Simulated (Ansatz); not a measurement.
P$_{2}$, charge +1, doublet, geometry from GFN2-xTB (a state made from the parent by changing its charge; the spin is typed, not shown lowest). Base run: Ansatz (a first-principles code) with CCSD(T)/def2-SV(P).

Ansatz was given this input:
Ansatz 0.2 input:
```yaml
crystal:
  periodic: [false, false, false]
  atoms:
    - {symbol: P, position_ang: [-0.00000000, -0.00000000, -0.98489567]}
    - {symbol: P, position_ang: [0.00000000, 0.00000000, 0.98489567]}
basis:
  gaussian:
    orbitals: def2-SV_P_.json
total_charge: 1
magnetization: {spin_polarized: true, initial_magnetization: 1}
correlation: {method: ccsd_t}
```
The basis file holds def2-SV(P) in the JSON format of the Basis Set Exchange.

The base run was repeated with changes; each row names its change, and settings that it needs were set with it.

```
change                                                             ΔE vs base (mEh)  MP2 correlation (Eh)  CC correlation without the perturbative part (Eh)  basis functions
-----------------------------------------------------------------  ----------------  --------------------  -------------------------------------------------  ---------------
base                                                                          0.000              -0.18618                                           -0.21517               36
method = ccsd                                                                   ___              -0.18618                                           -0.21517               36
fitting = cc-pVTZ-JKFIT (mean field), cc-pVTZ-RIFIT (correlation)             0.065              -0.18618                                           -0.21518               36
diis_vectors = 4                                                              0.000              -0.18618                                           -0.21517               36
method = rpa                                                                 21.899                     -                                                  -               36
reference functional = pbe0                                                     ___                     -                                                ___               36
method = bccd                                                                12.026              -0.16274                                           -0.20935               36
lower_state_search = off                                                      9.081              -0.21994                                           -0.23735               36
diis_vectors = 2                                                              0.000              -0.18618                                           -0.21517               36
electrons = outside_noble_gas                                                 0.000              -0.18618                                           -0.21517               36
```

Some entries are withheld; supply them.


- method = ccsd, ΔE vs base (mEh): 11.391
- reference functional = pbe0, ΔE vs base (mEh): 2.452
- reference functional = pbe0, CC correlation without the perturbative part (Eh): -0.22106
